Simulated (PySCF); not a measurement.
Input file for PySCF: D3(BJ) and D4 dispersion corrections on F2GaHO (SMILES [OH][Ga]([F])[F]), a point of a torsion scan.

```python
from pyscf import gto
from pyscf.dispersion import dftd3, dftd4

mol = gto.M(
    atom='''
    O     1.22490145   -0.34862064   -0.36488558
    Ga   -0.46136913   -0.11018010   -0.07371992
    F    -1.68001486   -1.14466553   -0.72601558
    F    -0.98206197    1.17827133    0.97511794
    H     1.82167705   -0.05633932    0.32926307
    ''',
    basis='def2-svp',
    charge=0, spin=0, verbose=0, max_memory=1800)
d3, d4 = {}, {}
for xc in ['hf', 'pbe', 'blyp', 'revpbe', 'tpss', 'r2scan', 'b3lyp', 'pbe0', 'bhlyp', 'camb3lyp', 'b2plyp']:
    d3[xc] = float(dftd3.DFTD3Dispersion(mol, xc=xc, version='d3bj', atm=False).get_dispersion()['energy'])
    print(f'D3(BJ) {xc:10s} {d3[xc]:14.8f} Eh')
for xc in ['hf', 'pbe', 'blyp', 'revpbe', 'tpss', 'r2scan', 'b3lyp', 'pbe0', 'bhlyp', 'camb3lyp', 'b2plyp']:
    d4[xc] = float(dftd4.DFTD4Dispersion(mol, xc={'camb3lyp': 'cam-b3lyp'}.get(xc, xc), atm=True).get_dispersion()['energy'])
    print(f'D4     {xc:10s} {d4[xc]:14.8f} Eh')
```

The log:

```
D3(BJ) hf            -0.01839581 Eh
D3(BJ) pbe           -0.00193006 Eh
D3(BJ) blyp          -0.00436174 Eh
D3(BJ) revpbe        -0.00469936 Eh
D3(BJ) tpss          -0.00248418 Eh
D3(BJ) r2scan        -0.00051129 Eh
D3(BJ) b3lyp         -0.00361903 Eh
D3(BJ) pbe0          -0.00171737 Eh
D3(BJ) bhlyp         -0.00306509 Eh
D3(BJ) camb3lyp      -0.00163594 Eh
D3(BJ) b2plyp        -0.00178948 Eh
D4     hf            -0.00920382 Eh
D4     pbe           -0.00262764 Eh
D4     blyp          -0.00578316 Eh
D4     revpbe        -0.00748250 Eh
D4     tpss          -0.00353282 Eh
D4     r2scan        -0.00059183 Eh
D4     b3lyp         -0.00428712 Eh
D4     pbe0          -0.00219962 Eh
D4     bhlyp         -0.00344227 Eh
D4     camb3lyp      -0.00223782 Eh
D4     b2plyp        -0.00180847 Eh
```

The run finished.

Cost: roughly 0.010 core-seconds.
